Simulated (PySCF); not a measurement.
Precursor series Ti Cl-H. All species are isolated molecules in the gas phase.

Level of theory: TPSSh-D3(BJ)/def2-TZVP // r2SCAN-D4/def2-SVP (PySCF 2.14.0). All candidates: neutral, multiplicity 1. 

- HOMO–LUMO gap = 4.67 eV
- dipole moment = 0.57 D
- HOMO = -8.41 eV

**Question.** Say which member has these values.
A) [Ti(Cl)4]
B) [Ti(H)4]
C) [Ti(Cl)(H)3]
D) [Ti(Cl)3(H)]

**Answer.** C, [Ti(Cl)(H)3]. The others give [Ti(H)4]: 4.67 eV, 0.00 D, -8.24 eV; [Ti(Cl)4]: 4.65 eV, 0.00 D, -8.92 eV; [Ti(Cl)3(H)]: 4.89 eV, 0.25 D, -8.96 eV
